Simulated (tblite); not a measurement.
C4H9F3Si2.
Structure used (GFN2-xTB), in Å, numbered top down from 1:
```xyz
18
C4H9F3Si2 angstrom
F      3.176   -0.082   -0.595
C      2.139    0.776   -0.364
F      2.696    1.889    0.192
Si     0.864   -0.019    0.862
C      0.195   -1.627    0.084
Si    -1.539   -1.225   -0.613
C     -1.533    0.687   -0.366
F     -0.894    1.231   -1.487
C     -0.715    1.053    0.869
H      1.745    1.070   -1.346
H      1.526   -0.119    2.163
H      0.133   -2.418    0.826
H      0.858   -1.997   -0.696
H     -2.609   -1.799    0.210
H     -1.702   -1.529   -2.032
H     -2.517    1.165   -0.349
H     -1.314    0.827    1.750
H     -0.517    2.125    0.879
```

Calculated harmonic vibrations of the isolated species, GFN2-xTB (tblite), most abundant isotopes, no scaling. Against measured fundamentals such values can be off by several per cent, at times by over 20. Modes of hydrogen on silicon can be 10 to 20 % off. One conformer, not necessarily the lowest.

Harmonic wavenumbers (cm⁻¹): 32.4, 41.3, 73.9, 107.6, 155.3, 218.2, 242.8, 263.2, 326.3, 355.1, 463.2, 480.7, 511.1, 545.7, 555.8, 579.5, 623.8, 665.5, 679.9, 684.3, 732.7, 753.2, 755.0, 769.5, 796.1, 940.7, 978.1, 990.7, 1036.5, 1072.0, 1107.4, 1110.5, 1175.4, 1236.3, 1264.0, 1268.3, 1291.3, 1446.4, 1458.3, 2243.3, 2278.3, 2294.7, 2905.5, 2925.8, 2988.7, 3004.0, 3007.8, 3019.6.

A = 1799, B = 773.9, C = 686.6 MHz; mass 170.019 u (most abundant isotopes); point group C1, symmetry number 1.

Problem. Zero-point energy?

Solution. ½Σν̃ = 26228 cm⁻¹ = 74.99 kcal/mol.

Problem. Give the ideal-gas entropy at 273.15 K and 1 bar in the rigid-rotor, harmonic-oscillator model (classical rotation).

Solution. Translation 40.89, rotation 29.94, vibration 32.70: S = 103.5 cal/(mol K).

Problem. And Cp and H(273.15 K) − H(0)?

Solution. Cp = 41.24 cal/(mol K), of which vibrations give 33.30 (their classical limit is 48 R = 95.4); H(273.15 K) − H(0) = 6.73 kcal/mol without the zero-point energy, 4.56 from vibrations.

Problem. How do the functions run with temperature in this model?

Solution. 
```json
{"T (K)": "100", "S (cal/(mol K))": "74.6", "Cp (cal/(mol K))": "20.2", "H − H(0) (kcal/mol)": "1.43", "G − H(0) (kcal/mol)": "-6.02", "ln q(vib)": "2.68"}
{"T (K)": "200", "S (cal/(mol K))": "92.1", "Cp (cal/(mol K))": "32.2", "H − H(0) (kcal/mol)": "4.04", "G − H(0) (kcal/mol)": "-14.39", "ln q(vib)": "5.81"}
{"T (K)": "300", "S (cal/(mol K))": "107.5", "Cp (cal/(mol K))": "44.3", "H − H(0) (kcal/mol)": "7.88", "G − H(0) (kcal/mol)": "-24.38", "ln q(vib)": "8.88"}
{"T (K)": "500", "S (cal/(mol K))": "134.7", "Cp (cal/(mol K))": "62.2", "H − H(0) (kcal/mol)": "18.68", "G − H(0) (kcal/mol)": "-48.69", "ln q(vib)": "14.94"}
{"T (K)": "800", "S (cal/(mol K))": "167.6", "Cp (cal/(mol K))": "77.1", "H − H(0) (kcal/mol)": "39.80", "G − H(0) (kcal/mol)": "-94.24", "ln q(vib)": "23.34"}
{"T (K)": "1000", "S (cal/(mol K))": "185.5", "Cp (cal/(mol K))": "83.2", "H − H(0) (kcal/mol)": "55.86", "G − H(0) (kcal/mol)": "-129.59", "ln q(vib)": "28.38"}
```

q(vib) and H(0) count from the zero-point level.

Problem. Blend soft modes into free rotors: weight 1/[1 + (100 cm⁻¹/ν̃)⁴] for the oscillator and the rest for a rotor with moment μB/(μ + B), μ = h/(8π²ν), B = 10⁻⁴⁴ kg m². What vibrational entropy results?

Solution. 28.97 cal/(mol K) in place of 32.70, which changes −T·S at 273.15 K by +1.02 kcal/mol.

Hindered rotation and anharmonicity are outside this model. Other conformers, if any are populated, would add a mixing term that is left out. The structure is chiral; the term R ln 2 for an equal mix with its mirror image is left out.

Hardware: one thread, Arm Neoverse N1 (aarch64), shared host. Cost: 1.4 s of wall time. This covers the Hessian and the dipole derivatives.
